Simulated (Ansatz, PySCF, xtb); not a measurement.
Complex: SiH4 (SMILES [SiH4]) (first 5 atoms) with N2 (SMILES N#N); geometry from B3LYP-D3(BJ)/def2-TZVP, rigid monomers moved along the line of their centres of mass till Si1···N7 is 4.94 Å.
(charge 0, multiplicity 1):
| atom | x (Å) | y (Å) | z (Å) |
|---|---|---|---|
| Si | 0.0824 | 0.1487 | -0.1899 |
| H | 0.4002 | 0.4069 | -1.6132 |
| H | 0.2577 | 1.3973 | 0.5851 |
| H | 0.9960 | -0.8907 | 0.3350 |
| H | -1.3175 | -0.3157 | -0.0744 |
| N | -0.1254 | -0.5530 | 5.6874 |
| N | -0.4957 | -0.5656 | 4.6615 |

Interaction energies are E(AB) − E(A) − E(B) at the monomers' geometry in the complex; basis-set methods are counterpoise corrected. Rows marked so take none.

Rows in 3-21G, 6-31G*, STO-3G carry no dispersion term and start afresh at each structure (6-31G* with six Cartesian d functions).

Codes used: Ansatz (a first-principles code); PySCF for 3-21G rows, 6-31G* rows, STO-3G rows, the dispersion terms; xtb for the GFN methods. Each number belongs to the level named beside it.

```tsv
level	interaction energy (kcal/mol)
GFN1-xTB	-0.18
HF/STO-3G (no counterpoise)	-0.05
HF/3-21G (no counterpoise)	-0.15
HF/6-31G*	-0.04
HF/aug-cc-pV(T+d)Z	-0.03
PBE-D4/def2-TZVPPD	-0.06
B3LYP/3-21G (no counterpoise)	-0.16
B3LYP-D4/def2-TZVPPD	…
PBE0-D4/def2-TZVPPD	-0.07
```

Question: Complete the blanks.

Answer: 
- B3LYP-D4/def2-TZVPPD, interaction energy (kcal/mol): 0.11
